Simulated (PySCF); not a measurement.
Input file for PySCF: D3(BJ) and D4 dispersion corrections on GaH5N2O (SMILES [NH2][Ga]([NH2])[OH]), a point of a torsion scan.

```python
from pyscf import gto
from pyscf.dispersion import dftd3, dftd4

mol = gto.M(
    atom='''
    N     1.18830390   -1.01494731    0.36967392
    Ga   -0.14886225   -0.41992571   -0.76699356
    N     0.00955172   -0.05896450   -2.56398109
    O    -1.63149348    0.17357552   -0.07551333
    H     2.13107482   -0.89908410    0.01437706
    H     1.10984251   -1.95535409    0.74178762
    H     0.48490359   -0.71995494   -3.16807563
    H    -0.86586589    0.20960230   -3.00034791
    H    -1.77007594    0.24138775    0.86719064
    ''',
    basis='def2-svp',
    charge=0, spin=0, verbose=0, max_memory=1800)
d3, d4 = {}, {}
for xc in ['hf', 'pbe', 'blyp', 'revpbe', 'tpss', 'r2scan', 'b3lyp', 'pbe0', 'bhlyp', 'camb3lyp', 'b2plyp']:
    d3[xc] = float(dftd3.DFTD3Dispersion(mol, xc=xc, version='d3bj', atm=False).get_dispersion()['energy'])
    print(f'D3(BJ) {xc:10s} {d3[xc]:14.8f} Eh')
for xc in ['hf', 'pbe', 'blyp', 'revpbe', 'tpss', 'r2scan', 'b3lyp', 'pbe0', 'bhlyp', 'camb3lyp', 'b2plyp']:
    d4[xc] = float(dftd4.DFTD4Dispersion(mol, xc={'camb3lyp': 'cam-b3lyp'}.get(xc, xc), atm=True).get_dispersion()['energy'])
    print(f'D4     {xc:10s} {d4[xc]:14.8f} Eh')
```

It printed:

```
D3(BJ) hf            -0.04231516 Eh
D3(BJ) pbe           -0.00486847 Eh
D3(BJ) blyp          -0.01062082 Eh
D3(BJ) revpbe        -0.01188574 Eh
D3(BJ) tpss          -0.00620336 Eh
D3(BJ) r2scan        -0.00138721 Eh
D3(BJ) b3lyp         -0.00878544 Eh
D3(BJ) pbe0          -0.00431401 Eh
D3(BJ) bhlyp         -0.00725896 Eh
D3(BJ) camb3lyp      -0.00406290 Eh
D3(BJ) b2plyp        -0.00427880 Eh
D4     hf            -0.01920044 Eh
D4     pbe           -0.00561992 Eh
D4     blyp          -0.01219142 Eh
D4     revpbe        -0.01604356 Eh
D4     tpss          -0.00753877 Eh
D4     r2scan        -0.00135711 Eh
D4     b3lyp         -0.00907306 Eh
D4     pbe0          -0.00475179 Eh
D4     bhlyp         -0.00723772 Eh
D4     camb3lyp      -0.00484259 Eh
D4     b2plyp        -0.00389808 Eh
```

The run finished.

Cost: roughly 0.020 core-seconds.
